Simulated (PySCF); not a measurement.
**Computed structure and properties of [Ce(BH4)2]2+**

System: [Ce(BH4)2]2+ (singlet); start: template (C2). Method: PySCF 2.14.0, RKS PBE0, Ce lcecp-2-SVP with ECP46, B def2-SVP, H def2-SVP; non-relativistic Hamiltonian with scalar-relativistic core potentials where named; density fitting; no spin-orbit coupling.

Input of the relaxation:

```python
mol = gto.M(atom='''
Ce     0.00000     0.00000    -0.17507
B      2.21340     0.00000     0.81553
H      3.30870     0.00000     1.30573
H      1.49330    -0.83350     1.40643
H      2.29890    -0.30510    -0.39367
H      1.70920     1.13860     0.92403
B     -2.21340     0.00000     0.81553
H     -3.30870     0.00000     1.30573
H     -1.49330     0.83350     1.40643
H     -2.29890     0.30510    -0.39367
H     -1.70920    -1.13860     0.92403''',
    basis={'Ce': 'lcecp-2-SVP', 'B': 'def2-SVP', 'H': 'def2-SVP'},
    ecp={'Ce': 'lcecp-2-SVP'},
    charge=2, spin=0)
mf = dft.RKS(mol, xc='PBE0')
mf.grids.atom_grid = (50, 194)  # f atoms: unpruned, at least (60, 302)
mf = mf.density_fit()  # fitting sets: Ce AutoAux, B def2-universal-JKFIT, H def2-universal-JKFIT
mf.conv_tol = 1e-08; mf.max_cycle = 55
mf.kernel(dm0)  # dm0: converged density of the start geometry
# quasi-Newton relaxation in Cartesian coordinates to a largest gradient under 0.00045 Eh/bohr, steps kept in the point group
```

Run from Python with OMP_NUM_THREADS=2; the lines above give its settings. Where DIIS fails, smearing, a level shift and second-order steps follow.
It took 75 s on 2 threads of Arm Neoverse V1, with other jobs on the host, from the converged density of the start.

Course of the relaxation:

| step | energy above end (eV) | largest force component within the symmetry (eV/Å) |
| --- | --- | --- |
| 0 | 1.0785 | 1.019 |
| 1 | 0.8573 | 0.801 |
| 2 | 0.4714 | 0.488 |
| 3 | 0.3609 | 1.052 |
| 4 | 0.2873 | 1.075 |
| 5 | 0.1727 | 0.461 |
| 6 | 0.1112 | 0.363 |
| 7 | 0.0620 | 0.318 |
| 12 | 0.0049 | 0.122 |
| 13 | 0.0020 | 0.091 |
| 14 | 0.0007 | 0.075 |
| 15 | 0.0002 | 0.036 |
| 16 | 0.0001 | 0.016 |
| 17 | 0.0000 | 0.010 |
(The steps between are left out.)

Relaxed geometry (C2):

```xyz
11

Ce    0.0000    0.0000   -0.5394
B     1.8944   -0.0026    0.8876
H     2.7378    0.0252    1.7369
H     0.8727   -0.7518    1.1912
H     2.1911   -0.3209   -0.2963
H     1.2244    1.1041    0.7208
B    -1.8944    0.0026    0.8876
H    -2.7378   -0.0252    1.7368
H    -0.8728    0.7518    1.1912
H    -2.1911    0.3209   -0.2962
H    -1.2244   -1.1041    0.7208
```

| contact | Å |
| --- | --- |
| Ce1–H6 (BH4) | 2.075 |
| Ce1–H11 (BH4) | 2.075 |

On the finer grid (75, 302):

```json
{"HOMO": "not given (4f levels lie in the core)", "LUMO": "not given (4f levels lie in the core)", "Dipole about the centre of mass": "1.46 D", "Set of Mulliken populations of Ce1 outside the core potential": "s 2.15, p 6.02, d 2.00, f 0.10", "D3(BJ) dispersion energy (not in the energies)": "-0.193 eV"}
```

```tsv
atom	Mulliken (e)	Löwdin (e)	spin (e)
Ce1	1.74	1.58	0.00
B2	-0.33	-0.12	0.00
H3	0.17	0.08	0.00
H4	0.11	0.10	0.00
H5	0.12	0.07	0.00
H6	0.06	0.09	0.00
B7	-0.33	-0.12	0.00
H8	0.17	0.08	0.00
H9	0.11	0.10	0.00
H10	0.12	0.07	0.00
H11	0.06	0.09	0.00
```

The large-core potential holds the 4f shell empty.

On the grid (50, 194), as all that follows. Harmonic modes: a minimum; lowest 208 cm⁻¹ (negative: unstable), highest 2727 cm⁻¹, zero-point energy 2.139 eV.

Taking off one BH4 (charge -1, singlet; the rest: singlet) in vacuum, both parts rigid, costs 21.52 eV; the small basis without counterpoise inflates it. Most of it is the attraction of opposite charges; other ways to part are cheaper, and one spin state was tried for the rest.

Rigid scan of BH4 along the line from its metal:

```csv
distance to B2 (Å),energy (eV)
2.07,1.562
2.17,0.615
2.27,0.136
2.37,0.000
2.47,0.106
2.57,0.376
2.77,1.191
```

One start shape was tried, so this needn't be the lowest isomer.
